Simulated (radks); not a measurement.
Results of a calculation; reference values are marked as such.
Question: These are the eigenvalues of the occupied orbitals of an atom or ion with whole-number occupations (eV). Level of theory: scalar-relativistic Kohn-Sham, BLYP, spin-unpolarised, spherical densities, finite nucleus; Fermi nuclear charge, rms radius of each element as measured or else 0.836 A^(1/3) + 0.57 fm (a radial shooting solver on a logarithmic mesh with Libxc functionals).

| orbital | eigenvalue |
|---|---|
| 1s | -2073.166 |
| 2s | -359.0146 |
| 2p | -323.7404 |

Which element is it, and in what charge state? The configuration may be excited.

Answer: Z = 14, silicon, charge +8: Si8+ in [He] 2s2 2p2. The list shows which subshells hold electrons but not how many an open one holds; the 1s level, -76.187 hartree, gives Z - s = 12.3 by -(Z - s)^2/2, which with screening and relativity narrows Z to a few neighbours, and the depths of the outer levels then fix element, charge and occupations together.
